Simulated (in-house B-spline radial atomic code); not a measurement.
Configurations of I6+, with energies counted from [Kr] 4d10 5s1. All numbers are computed (scalar-relativistic (X2C) TPSSh, spin-polarised, spherical fractional occupations, exact exchange averaged over the configuration; Fermi nucleus of rms radius 4.75 fm) with an all-electron radial atomic-structure program (B-spline basis), not measured. Shells without spins written out take the highest spin.

Occupations are held fixed; configurations that lie above the ionisation limit could autoionise.

```tsv
configuration	E - E(ref) (eV)	highest orbital	its <r> (bohr)
[Kr] 4d10 4f1	33.704	4f up	1.515
[Kr] 4d10 5f1	53.378	5f up	3.264
[Kr] 4d10 6d1	55.198	6d up	4.082
[Kr] 4d9 4f1 5s1	75.673	4f up	1.389
[Kr] 4d9 5s1 6d1	101.46	6d up	4.004
[Kr] 4d9 5s1 6f1	110.85	6f up	5.192
```

**Question.** Order these further configurations by energy, lowest first.
A. [Ar] 3d10 4s2 4p5 4d10 5s1 5d1
B. [Kr] 4d10 6p1
C. [Ar] 3d9 4s2 4p6 4d10 5s1 6d1
D. [Ar] 3d10 4s2 4p5 4d10 5s1 5f1
E. [Ar] 3d10 4s2 4p5 4d10 4f1 5s1

**Answer.** B (46.637 eV), E (155.77 eV), A (159.36 eV), D (179.75 eV), C (674.56 eV).

**Question.** How far above the reference does [Ar] 3d10 4s2 4p5 4d10 5s1 6p1 lie?

**Answer.** 173.33 eV; its least bound orbital is 6p up with <r> = 3.374 bohr.
